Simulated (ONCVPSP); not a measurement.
**H (Z = 1): from the effect back to the setting (ONCV)**

Base potential:

- Element: hydrogen (H)
- Generator: ONCVPSP 4.0.1
- Type: optimised norm-conserving Vanderbilt (ONCV)
- Functional: PBE
- Relativity: scalar-relativistic
- Frozen core: none
- Valence charge: 1
- Reference configuration: 1s1
- Partial waves: 1s: rc 1.45 bohr, ncon 3, nbas 6, qcut 10.5 1/bohr, 2 projectors, debl 2.9 Ha; p scattering state at 0.1 Ha: rc 1.45 bohr, ncon 4, nbas 9, qcut 6 1/bohr, local
- Local potential: the p channel
- Core correction: none

Cutoffs, loose and tight: the cutoffs (Ha) at which the residual kinetic energy of the hardest occupied pseudo-wave falls to 1 and 0.1 mHa per electron. They do not see the model core or the augmentation charge, which bear on the density cutoff. Test errors are all-electron minus pseudo excitation energies from the reference, over the configurations 1s0.5; variants that change the core or the reference have their own tests.

Only the scale of all radii (base = 1) is moved:

| scale of all radii (base = 1) | cutoff, loose | cutoff, tight | bound ghosts |
| --- | --- | --- | --- |
| 0.81 | 19 Ha | 29 Ha | none |
| 0.87 | 19 Ha | 28 Ha | none |
| 1.13 | 13 Ha | 19 Ha | none |
| 1.17 | 13 Ha | 18 Ha | none |
| 1.3 | 11 Ha | 16 Ha | none |

Problem. One more run gave cutoff, loose: 16 Ha; cutoff, tight: 23 Ha; bound ghosts: none. Which value of the scale of all radii (base = 1) was used?

Solution. 0.99. The tight cutoff moves one way along this sweep, from 29 Ha at 0.81 to 16 Ha at 1.3, which places the run between 0.87 and 1.13.
